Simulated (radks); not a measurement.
Fractional charge and spin in the 5p shell of neodymium: the spin-up occupation runs from 2 to 3 and the spin-down occupation from 2 to 3; the fullest corner is Nd2+, [Kr] 4d10 4f(up 2, down 2) 5s2 5p(up 3, down 3). Method: scalar-relativistic Kohn-Sham, LDA (Slater exchange, Perdew-Wang correlation), spin-polarised, spherical densities, point nucleus; computed with a radial shooting solver on a logarithmic mesh with Libxc functionals. Energy (eV) minus the two flat planes that join the four corners (they meet along the diagonal where the two added fractions sum to one electron); zero is where a piecewise linear energy would lie.

down \ up,2,2.25,2.5,2.75,3
2,0.000,-1.161,-1.542,-1.152,0.000
2.25,-1.161,-1.494,-1.059,0.136,-1.093
2.5,-1.542,-1.059,0.182,-1.004,-1.450
2.75,-1.152,0.136,-1.004,-1.406,-1.082
3,0.000,-1.093,-1.450,-1.082,0.000

Corners above the fullest one (they belong to Nd3+ and the next ion): (up 3, down 2) 40.867 eV, (up 2, down 3) 40.867 eV, (up 2, down 2) 94.440 eV. With half an added electron in each spin the energy lies 0.182 eV from the planes, and with half an added electron in spin up alone -1.542 eV. The planes are only a guide here: the flat-plane condition holds for ground states with one frontier orbital, while this shell lies below other occupied shells, so the corners above the fullest one are inner-hole states and not the ground states of those ions.
